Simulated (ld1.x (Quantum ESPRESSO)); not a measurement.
# LDA (PZ) TM semilocal dataset for germanium, scalar-relativistic all-electron reference.

germanium (Ge), norm-conserving Troullier–Martins (semilocal form), made with ld1.x (Quantum ESPRESSO) 7.5 (LDA (PZ), scalar-relativistic). Core [Ar], reference 3d10 4s2 4p2. Waves: 4p (bound): rc 1.60 bohr; 3d (bound): rc 1.05 bohr; 4s (bound): rc 1.75 bohr. Local part: the s channel. Core correction: none.

- Cutoffs needed: 230 Ry and over 300 Ry (the cutoffs (Ry, on a coarse ladder) from which the occupation-weighted sum of valence levels, in a spherical-Bessel basis at the reference potential, stays within 10 and 1 mRy of its value at 400 Ry)
- Ghost test: no extra level below or beside the all-electron valence levels (p, d, s tested); the semilocal form is local in each channel, so this says nothing of the separable form that plane-wave codes build from it (spherical-Bessel basis up to 400 Ry, 20 bohr box)
- Largest excitation error: -374 meV (all-electron minus pseudo) for 3d9 4s2 4p3, out of 7 test configurations
